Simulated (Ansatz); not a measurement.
`[CH3][Ge]([F])([F])[F]` + `[Cl][In]([Cl])[SeH]` → `[F][Ge]([F])([F])[SeH]` + `[CH3][In]([Cl])[Cl]`  (redistribution)

Calculated with Ansatz (gas phase, PBE0-D4/def2-TZVP geometries, no zero-point term in ΔE). CCSD(T)/CBS adds triple-zeta CCSD(T) − MP2 to the extrapolated MP2 energy (def2 sets, frozen cores). DFT in def2-TZVPP. B3LYP here is the variant with VWN-RPA as its local correlation; programs differ in this. HSE06 is defined as in plane-wave codes. Elements past krypton have def2 core potentials. For Ge, In, Se outer-core shells are correlated without core-valence functions, which leaves a few kJ/mol of doubt a bond. Scalar relativity is left out up to krypton. Each species was taken in one conformer, which may not be the lowest.

```csv
level,ΔE (kJ/mol),difference from CCSD(T)/CBS
LDA (SPW92),67.0,-8.7
PBE-D4,64.5,-11.2
revPBE-D4,63.0,-12.7
BLYP-D4,64.1,-11.6
r2SCAN-D4,69.5,-6.2
PBE0-D4,70.5,-5.2
B3LYP-D4,69.3,-6.4
r2SCANh-D4,71.2,-4.5
r2SCAN0-D4,73.7,-2.0
HSE06-D4,70.6,-5.1
BHLYP-D4,76.1,0.4
CAM-B3LYP-D4,71.3,-4.4
ωB97X-V,70.3,-5.4
ωB97M-V,69.8,-5.9
B2PLYP,70.8,-4.9
PBE-QIDH,73.7,-2.0
PBE,64.7,-11.0
revPBE,63.8,-11.9
BLYP,64.8,-10.9
r2SCAN,69.5,-6.2
PBE0,70.6,-5.1
B3LYP,69.8,-5.9
r2SCANh,71.2,-4.5
r2SCAN0,73.7,-2.0
HSE06,70.6,-5.1
BHLYP,76.2,0.5
CAM-B3LYP,71.3,-4.4
LC-ωPBE,71.5,-4.2
RPA@PBE/def2-TZVPP,67.4,-8.3
HF/def2-SVP,88.9,13.2
CCSD/def2-SVP,80.6,4.9
HF/def2-TZVPP,84.3,8.6
MP2/def2-TZVPP,70.5,-5.2
CCSD/def2-TZVPP,72.5,-3.2
HF/def2-QZVPP,83.6,7.9
MP2/def2-QZVPP,73.2,-2.5
SCS-MP2/def2-QZVPP,73.2,-2.5
HF/CBS(def2),83.5,7.8
MP2/CBS(def2),75.6,-0.1
CCSD/CBS(def2),77.6,1.9
CCSD(T)/CBS,75.7,0
```

Largest T1 diagnostic among the species: 0.012.

In def2-TZVPP, CCSD(T) changes the Hartree–Fock value by −13.7 kJ/mol (the triples alone add −1.9 kJ/mol) and MP2 by −13.8 kJ/mol. From BLYP to BHLYP (50 % exact exchange), in def2-TZVPP and without D4, ΔE moves by +11.4 kJ/mol. Leaving LDA and LC-ωPBE aside and taking each functional with its dispersion term where it has one, the values spread over 13.1 kJ/mol, from revPBE-D4 to BHLYP-D4.
